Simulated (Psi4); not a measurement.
C₄H₅, doublet, geometry from GFN2-xTB; MP2/STO-3G in Psi4.

The Psi4 input:
```
memory 2 GB

molecule mol {
0 2
  C    -0.011048    1.152992    0.292681
  C     0.006069   -1.071617    0.362843
  C     0.777923    0.051757   -0.247030
  C    -0.775309    0.039481   -0.257303
  H    -0.016569    2.162854   -0.079261
  H    -0.000459   -1.149501    1.442906
  H     0.016990   -2.032726   -0.139902
  H     1.484404    0.003521   -1.055676
  H    -1.470182   -0.019829   -1.075216
}

set basis sto-3g
set reference uhf
set freeze_core true
set mp2_type conv
set scf_type pk
set puream true
set d_convergence 1e-8

energy('mp2')
print_variables()
```

It wrote (shortened):

```
   => Loading Basis Set <=

    Name: STO-3G
    Role: ORBITAL
    Keyword: BASIS

         ---------------------------------------------------------
                                   SCF
               by Justin Turney, Rob Parrish, Andy Simmonett
                          and Daniel G. A. Smith
                              UHF Reference
         ---------------------------------------------------------

  ==> Geometry <==

    Molecular point group: c1
    Full point group: C1

    Geometry (in Angstrom), charge = 0, multiplicity = 2:

       Center              X                  Y                   Z               Mass
    ------------   -----------------  -----------------  -----------------  -----------------
         C           -0.010782441138     1.133618174363     0.275711554763    12.000000000000
         C            0.006334558862    -1.090990825637     0.345873554763    12.000000000000
         C            0.778188558862     0.032383174363    -0.263999445237    12.000000000000
         C           -0.775043441138     0.020107174363    -0.274272445237    12.000000000000
         H           -0.016303441138     2.143480174363    -0.096230445237     1.007825032230
         H           -0.000193441138    -1.168874825637     1.425936554763     1.007825032230
         H            0.017255558862    -2.052099825637    -0.156871445237     1.007825032230
         H            1.484669558862    -0.015852825637    -1.072645445237     1.007825032230
         H           -1.469916441138    -0.039202825637    -1.092185445237     1.007825032230

  Running in c1 symmetry.

  Rotational constants: A =      0.61936  B =      0.34753  C =      0.28552 [cm^-1]
  Rotational constants: A =  18567.92229  B =  10418.58381  C =   8559.67359 [MHz]
  Nuclear repulsion =  108.897973433605358

  Charge       = 0
  Multiplicity = 2
  Electrons    = 29
  Nalpha       = 15
  Nbeta        = 14

  ==> Algorithm <==

  SCF Algorithm Type is PK.
  DIIS enabled.
  MOM disabled.
  Fractional occupation disabled.
  Guess Type is SAD.
  Energy threshold   = 1.00e-08
  Density threshold  = 1.00e-08
  Integral threshold = 1.00e-12

  ==> Primary Basis <==

  Basis Set: STO-3G
    Blend: STO-3G
    Number of shells: 17
    Number of basis functions: 25
    Number of Cartesian functions: 25
    Spherical Harmonics?: true
    Max angular momentum: 1

  ==> Integral Setup <==

  Using in-core PK algorithm.
   Calculation information:
      Number of atoms:                   9
[...]
  @UHF Final Energy:  -152.35062472114132
    Total Energy =                       -152.3506247211413154
  DIE_IF_NOT_CONVERGED          => (empty)
[...]
  WFN                           => (empty)
  WFN_TYPE                      => OMP2            !
  WRITER_FILE_LABEL             => (empty)
  ZORA_BASIS_TOLERANCE          => (empty)
  ZORA_NR_DEBUG                 => (empty)
  ZORA_PRUNING_SCHEME           => (empty)
  ZORA_RADIAL_POINTS            => (empty)
  ZORA_SPHERICAL_POINTS         => (empty)

 ==============================================================================
 ==============================================================================
 ==============================================================================

                             MP2
                    Program Written by Ugur Bozkaya,
              Additional Contributions by J. P. Misiewicz

 ==============================================================================
 ==============================================================================
 ==============================================================================

	MO spaces per irreps...

	IRREP   FC   AOCC  BOCC  AVIR    BVIR  FV
	==========================================
	   A     4    11    10    10     11     0
	==========================================

	Computing MP2 energy using SCF MOs (Canonical MP2)...
	==============================================================================
	Nuclear Repulsion Energy (a.u.)    :   108.89797343360536
	SCF Energy (a.u.)                  :  -152.35062472114132
	REF Energy (a.u.)                  :  -152.35062472114132
	Alpha-Alpha Contribution (a.u.)    :    -0.01497674970883
	Alpha-Beta Contribution (a.u.)     :    -0.17106980916138
	Beta-Beta Contribution (a.u.)      :    -0.01722874274716
	Scaled_SS Correlation Energy (a.u.):    -0.01073516415200
	Scaled_OS Correlation Energy (a.u.):    -0.20528377099366
	SCS-MP2 Total Energy (a.u.)        :  -152.56664365628697
	SOS-MP2 Total Energy (a.u.)        :  -152.57301547305110
	SCSN-MP2 Total Energy (a.u.)       :  -152.40730638786385
	SCS-MP2-VDW Total Energy (a.u.)    :  -152.58569682309584
	SOS-PI-MP2 Total Energy (a.u.)     :  -152.59012245396724
	MP2 Correlation Energy (a.u.)      :    -0.20327530161737
	MP2 Total Energy (a.u.)            :  -152.55390002275868
	==============================================================================

  Variable Map:
  ----------------------------------------------------------------------------
[...]
  Array Variable Map:
  ----------------------------------------------------------------------------
[...]
[...]
```
